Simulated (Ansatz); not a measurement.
Born–Oppenheimer molecular dynamics of BClFH$_{2}$N (6 atoms, charge 0, multiplicity 1). It starts from a relaxed structure.

Method: RKS revPBE-D4/def2-SVP (Ansatz).

- ensemble: NVE (velocity Verlet)
- time step: 0.5 fs
- steps asked: 250
- starting velocities drawn for: 300 K
- seed: 741814

First frame:

```xyz
6
Properties=species:S:1:pos:R:3
B -0.018 0.011 0.070
N -0.015 -0.002 1.473
H -0.865 -0.084 2.027
H 0.847 0.072 2.014
F 1.131 0.122 -0.621
Cl -1.548 -0.120 -0.843
```

Problem. How far do the bonds stretch over the last three quarters of this one trajectory? (Pairs bonded in most of those frames.)

Solution. 
```tsv
bond	mean (Å)	spread (Å)	shortest	longest
B1–N2	1.408	0.009	1.39	1.42
B1–F5	1.346	0.008	1.33	1.36
B1–Cl6	1.786	0.015	1.76	1.81
N2–H3	1.022	0.032	0.97	1.07
N2–H4	1.024	0.030	0.97	1.07
```

Mean temperature of the second half: 155 K. The conserved energy stayed within 0.44 meV per atom of its start (net change 0.17 meV per atom), so the integration is sound. Over the second half the temperature averaged 0.52 of the 300 K drawn at the start: a run that starts near a minimum puts about half its kinetic energy into the potential. A run of 0.12 ps of so small a system gives no equilibrium averages.

Run time: 5.6 min on 1 thread of AMD EPYC 7R43 64-Core Processor (Zen 3) (shared host), peak memory 0.13 GiB.
